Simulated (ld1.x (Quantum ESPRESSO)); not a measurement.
## An all-electron radial function and its pseudo partner (Cu)

Columns: radius, all-electron u(r) and pseudo u(r) of the 4p shell (level -15.39 eV) of copper in the configuration [Ar] 3d9 4s0 4p0; LDA (PZ), scalar-relativistic, TM scheme, ld1.x (Quantum ESPRESSO) 7.5.

```json
{"r (bohr)": "0.115", "all-electron": "0.1720", "pseudo": "0.0030"}
{"r (bohr)": "0.230", "all-electron": "0.0445", "pseudo": "0.0121"}
{"r (bohr)": "0.345", "all-electron": "-0.1580", "pseudo": "0.0272"}
{"r (bohr)": "0.460", "all-electron": "-0.2722", "pseudo": "0.0485"}
{"r (bohr)": "0.575", "all-electron": "-0.2855", "pseudo": "0.0759"}
{"r (bohr)": "0.690", "all-electron": "-0.2292", "pseudo": "0.1095"}
{"r (bohr)": "0.805", "all-electron": "-0.1350", "pseudo": "0.1492"}
{"r (bohr)": "0.920", "all-electron": "-0.0249", "pseudo": "0.1946"}
{"r (bohr)": "1.035", "all-electron": "0.0878", "pseudo": "0.2453"}
{"r (bohr)": "1.150", "all-electron": "0.1952", "pseudo": "0.3001"}
{"r (bohr)": "1.265", "all-electron": "0.2933", "pseudo": "0.3575"}
{"r (bohr)": "1.380", "all-electron": "0.3800", "pseudo": "0.4155"}
{"r (bohr)": "1.495", "all-electron": "0.4543", "pseudo": "0.4716"}
{"r (bohr)": "1.610", "all-electron": "0.5164", "pseudo": "0.5235"}
{"r (bohr)": "1.725", "all-electron": "0.5667", "pseudo": "0.5689"}
{"r (bohr)": "1.840", "all-electron": "0.6057", "pseudo": "0.6061"}
{"r (bohr)": "1.955", "all-electron": "0.6345", "pseudo": "0.6345"}
{"r (bohr)": "2.070", "all-electron": "0.6540", "pseudo": "0.6540"}
{"r (bohr)": "2.185", "all-electron": "0.6652", "pseudo": "0.6652"}
{"r (bohr)": "2.300", "all-electron": "0.6692", "pseudo": "0.6692"}
{"r (bohr)": "2.415", "all-electron": "0.6668", "pseudo": "0.6668"}
{"r (bohr)": "2.530", "all-electron": "0.6591", "pseudo": "0.6591"}
{"r (bohr)": "2.645", "all-electron": "0.6468", "pseudo": "0.6468"}
{"r (bohr)": "2.760", "all-electron": "0.6308", "pseudo": "0.6308"}
{"r (bohr)": "2.875", "all-electron": "0.6119", "pseudo": "0.6119"}
{"r (bohr)": "2.990", "all-electron": "0.5905", "pseudo": "0.5905"}
```

Problem. How many radial nodes do the two functions have?

Solution. The all-electron 4p function has n − l − 1 = 2; the pseudo-wave has 0, since the states of the same l below it are removed with the core.

Problem. At about which radius was the pseudo-wave matched?

Solution. 2.30 bohr. The columns agree to 0.0005 from 1.84 bohr on; several derivatives are matched, so the curves merge somewhat inside the radius.

Problem. Is the pseudo-wave norm-conserving?

Solution. Yes: the TM scheme keeps the norm inside the radius equal to the all-electron one, which fixes the energy derivative of the logarithmic derivative at the level.
